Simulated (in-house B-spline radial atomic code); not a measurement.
## Two electrons outside the [Xe] 4f14 core: Ta3+

Computed with an all-electron radial atomic-structure program (B-spline basis): configuration interaction (CI) of the two valence electrons in the field of the frozen Dirac-Fock core, alone and with many-body perturbation theory for the core (screened one- and two-electron correlation potentials), Breit and QED terms; no-pair Dirac Hamiltonian, finite nucleus. Labels give the configuration (outer n counted up each series) and the leading LS term, or the jj pair where no LS term holds 70 %.

The lowest nd levels tend to come out too strongly bound in this method, by some 0.05 to 0.2 eV for each d electron where measurements exist, which shifts their lines and rates.

Excitation energies (cm⁻¹):

| level | purity of the LS term | CI alone | CI + MBPT + Breit + QED | Landé g of the LS mixture |
| --- | --- | --- | --- | --- |
| 5d2 3F2 | 0.912 | 0 | 0 | 0.70 |
| 5d2 3F3 | 0.999 | 3720 | 4463 | 1.08 |
| 5d2 3F4 | 0.947 | 7192 | 8515 | 1.24 |
| 5d2 (3/2,5/2)2 | 0.675 (1D) | ? | ? | ? |
| 5d2 3P0 | 0.952 | 11257 | 11594 | - |
| 5d2 3P1 | 0.999 | 13198 | 13933 | 1.50 |
| 5d2 3P2 | 0.749 | 16181 | 17955 | 1.37 |
| 5d2 1G4 | 0.946 | ? | ? | ? |
| 5d6s 3D1 | 1.0 | 23752 | 30147 | 0.50 |
| 5d6s 3D2 | 0.93 | 25224 | 31780 | 1.16 |
| 5d6s 3D3 | 1.0 | 28930 | 36176 | 1.33 |
| 5d2 1S0 | 0.953 | 31747 | 36285 | - |

Problem. Where does 5d2 (3/2,5/2)2 lie?

Solution. 9463 cm⁻¹ in CI alone and 10968 cm⁻¹ with all corrections; g = 1.10.

Problem. Where does 5d2 1G4 lie?

Solution. 17465 cm⁻¹ in CI alone and 18609 cm⁻¹ with all corrections; g = 1.01.

Problem. What is the first ionisation energy?

Solution. 36.158 eV to the 5d3/2 state of the next ion (34.34 eV from CI alone). NIST lists 35 ± 1.7 eV (tabulated theory).
